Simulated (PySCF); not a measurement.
# Electron correlation in Sb (antimony, neutral)

[Kr] 4d10 5s2 5p2 6s1, high-spin 4P determinant (an excited configuration). All numbers are calculated (PySCF 2.14, the spin-free X2C one-electron Hamiltonian (Gaussian nucleus), in x2c-TZVPPall with one added diffuse shell each of s, p, d, f type (9s7p5d3f, 76 functions)). Frozen: [Ar] 3d10; 23 electrons correlated.

```csv
level,correlation energy (mhartree)
CCSD,-379.08
(T),-8.95
CCSD(T),-388.03
```

Diagnostics: T1 = 0.0094, D1 = 0.0452, largest double amplitude 0.069.

Task: Is a single reference adequate?

Result: Yes, within this model without spin-orbit coupling: T1 lies below 0.03 and no double amplitude reaches 0.07.

This basis was not built for core-valence correlation, so the inner-shell part is incomplete.
